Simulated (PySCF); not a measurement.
F2Zn, SMILES [F][Zn-][F] (connectivity only; charge and spin as stated), charge -1, multiplicity 2.

The structure is a stationary point at B3LYP-D3(BJ)/def2-SVPD.

Computed with B3LYP/def2-TZVPD (PySCF).

Gas-phase values at a fixed geometry. A positive occupied level means that this level leaves the electron formally unbound; only the finite basis holds it.

**Question.** Estimate the frontier levels, dipole moment and polarisability. (Estimate from the structure and the level; the computed values follow.)

**Answer.** 
```yaml
"α spin, highest occupied and lowest empty level": 0.12 and 3.28 eV
"β spin, highest occupied and lowest empty level": -3.66 and 2.21 eV
dipole_moment_about_the_centre_of_nuclear_charge: 1.21 D
mean_static_polarisability: 66.5 bohr³ (9.86 Å³)
polarisability_principal_values: 65.0, 66.6, 67.9 bohr³
"⟨S²⟩": 0.751 (pure state 0.75)
```
